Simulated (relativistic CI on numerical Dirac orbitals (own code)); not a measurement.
Magnetism of Pm4+, 4f3, in a crystal field

Calculated by Dirac-Coulomb-Breit CI, orbitals from a KLI potential per configuration, a model potential for QED, valence Slater integrals scaled by 0.7, one configuration in a parametric crystal field (own radial code).

Field parameters in Wybourne normalisation; cubic f-shell fields have B⁴₄ = √(5/14) B⁴₀ and B⁶₄ = −√(7/2) B⁶₀. The field is a parameter set, without covalency.

S is read from ⟨S²⟩ = S(S + 1).

Powder χT (cm³ K mol⁻¹) by Van Vleck's formula, with temperature-independent terms:

```tsv
Field	2 K	5 K	10 K	20 K	50 K	100 K	200 K	300 K
D3d, B20 = 2010, B40 = -690, B43 = 1080, B60 = 1050, B63 = 570, B66 = 1040 cm⁻¹	0.806	0.827	0.861	0.927	1.05	1.15	1.34	1.48
D3d, B20 = -430, B40 = 1950, B43 = 1440, B60 = -680, B63 = 600, B66 = 110 cm⁻¹	0.821	0.932	1.07	1.18	1.27	1.37	1.53	1.61
D3h, B20 = 1220, B40 = -630, B60 = -790, B66 = 850 cm⁻¹	0.721	0.738	0.767	0.824	0.991	1.22	1.47	1.59
D4h, B20 = -1250, B40 = 1870, B44 = -1960, B60 = 110, B64 = 160 cm⁻¹	0.868	1.04	1.21	1.32	1.39	1.45	1.56	1.63
Oh, B40 = 3890, B60 = 1150 cm⁻¹	0.625	0.63	0.64	0.659	0.716	0.811	0.997	1.16
Oh, B40 = -2980, B60 = -210 cm⁻¹	1.23	1.24	1.24	1.26	1.31	1.39	1.52	1.6
```

Q: For Oh, B40 = -2980, B60 = -210 cm⁻¹: what effective moment follows at 300 K?

A: μ_eff = √(8χT) = 3.58 μB. The LS value g√(J(J + 1)) of the free ion's ⁴I°9/2 level is 3.62 μB.
